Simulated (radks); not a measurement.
Problem. Species: Ag V. Configuration: [Kr] 4d7. Calculated with a radial shooting solver on a logarithmic mesh with Libxc functionals: Dirac Kohn-Sham, SOGGA, spin-unpolarised, spherical densities, point nucleus; open shells fill j = l - 1/2 first.

Spin-orbit splittings of the eigenvalues, e(l+1/2) - e(l-1/2), with zeta = 2 splitting/(2l+1) and mean radii in bohr:

| shell | occ. | splitting (eV) | zeta (eV) | <r> j=l-1/2 | <r> j=l+1/2 |
|---|---|---|---|---|---|
| 2p | 6 | 175.2 | 116.8 | 0.1141 | 0.1192 |
| 3p | 6 | 30.94 | 20.63 | 0.3601 | 0.3710 |
| 3d | 10 | 6.235 | 2.494 | 0.3436 | 0.3471 |
| 4p | 6 | 5.339 | 3.559 | 0.9581 | 0.9860 |
| 4d | 7 | ? | ? | 1.192 | 1.204 |

Estimate the 4d splitting.

Solution. 0.7247 eV (zeta = 0.2899 eV).
